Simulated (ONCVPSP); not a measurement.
## Transferability test, ONCV potential for barium (Ba)

ONCVPSP 4.0.1 input, shortened (lines: element, Z, core and valence counts, functional; n l f; lmax; l rc ep ncon nbas qcut; lloc lpopt rc5 dvloc0; l nproj debl; icmod fcfact rcfact), PBE, scalar-relativistic:

```
  Ba 56.00    9    3        4      upf
    1    0    2.00
    2    0    2.00
    2    1    6.00
    3    0    2.00
    3    1    6.00
    3    2   10.00
    4    0    2.00
    4    1    6.00
    4    2   10.00
    5    0    2.00
    5    1    6.00
    6    0    2.00
    2
    0    2.20    0.00    4    8    5.50
    1    2.70    0.00    4    8    5.70
    2    2.75    0.33    4    9    3.30
    4    1    2.00    6.00
    0    2    0.80
    1    1    3.10
    2    2    2.00
    3    3.50    1.35
```

In the d channel the program set the typed energies aside and used 0.050, 2.050 Ha.

Energies are relative to the spin-unpolarised reference configuration 5s2 5p6 6s2; without spin polarisation the order of configurations can differ from experiment.

```csv
valence configuration,charge,ΔE all-electron (eV),error AE − PS (meV)
5s2 5p6 6s1,+1,5.362,-0.5
5s2 5p5 6s2,+1,23.278,-25
```

Task: What are ΔE and the potential's error for 5s2 5p6 6s0?

Result: ΔE = 15.344 eV all-electron; the error (AE − PS) is -1.1 meV.

Task: What are ΔE and the potential's error for 5s2 5p6 6s1.5?

Result: ΔE = 2.136 eV all-electron; the error (AE − PS) is -0.2 meV.

Levels in the configuration 5s2 5p5 6s2:

```tsv
level	all-electron (eV)	pseudo (eV)
5s	-43.514	-43.538
5p	-28.053	-28.089
6s	-8.995	-8.995
```
